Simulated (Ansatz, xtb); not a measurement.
# F2H3OSi2: which of two isomers lies lower

Structure X: `F[SiH](F)O[SiH2]`, a doublet. Structure Y: `F[SiH]O[SiH2]F`, a doublet. Both are isolated molecules in the gas phase, relaxed with PBE-D3(BJ)/def2-SVP, each in the lowest conformer that the search found.

Question: Which of the two would you expect CCSD(T)/def2-SVP + ΔMP2/def2-TZVPP electronic energies to favour?

Answer: Structure X; the calculation gives E(Y) − E(X) = +5.2 kcal/mol.

How the difference moves with the method:

```csv
level,geometry,E(Y) − E(X) (kcal/mol),departure from the last row (kcal/mol),"job, with rough time for the two"
GFN2-xTB,GFN2-xTB,−0.1,−5.3,"optimisation, 0.2 s"
HF/STO-3G,GFN2-xTB,+1.0,−4.2,"single point, 0.42 s"
r2SCAN-D4/def2-SVP,GFN2-xTB,+5.6,+0.4,"single point, 7.2 s"
PBE-D3(BJ)/def2-SVP,PBE-D3(BJ)/def2-SVP,+4.4,−0.8,"optimisation, 2.2 min"
HF/def2-SVP,PBE-D3(BJ)/def2-SVP,+6.0,+0.8,part of the CCSD(T) run
MP2/def2-SVP,PBE-D3(BJ)/def2-SVP,+6.0,+0.8,part of the CCSD(T) run
CCSD(T)/def2-SVP,PBE-D3(BJ)/def2-SVP,+6.2,+1.0,single point
CCSD(T)/def2-SVP + ΔMP2/def2-TZVPP,PBE-D3(BJ)/def2-SVP,+5.2,,"single point, 58 s"
```

As drawn, both hold the same kinds of bond in the same numbers.

GFN2-xTB finds them nearly level. The largest departure from CCSD(T)/def2-SVP + ΔMP2/def2-TZVPP is that of GFN2-xTB, 5.3 kcal/mol. The last row adds to CCSD(T) the change of the MP2 difference between the two basis sets, here −1.0 kcal/mol.

With harmonic frequencies from PBE-D3(BJ)/def2-SVP (ideal gas, rigid rotor, one conformer each, 600 K, 1 atm): on the last row, ΔE + ΔZPE = +5.5 kcal/mol. A mode under 50 cm⁻¹ makes harmonic enthalpies and free energies unreliable, so none is given.

Open shells are spin-unrestricted. The correlated steps freeze 13 core orbitals. Programs: Ansatz 0.2.0, xtb 6.7.1; the last row on 2 threads of Arm Neoverse V2 on a shared host.
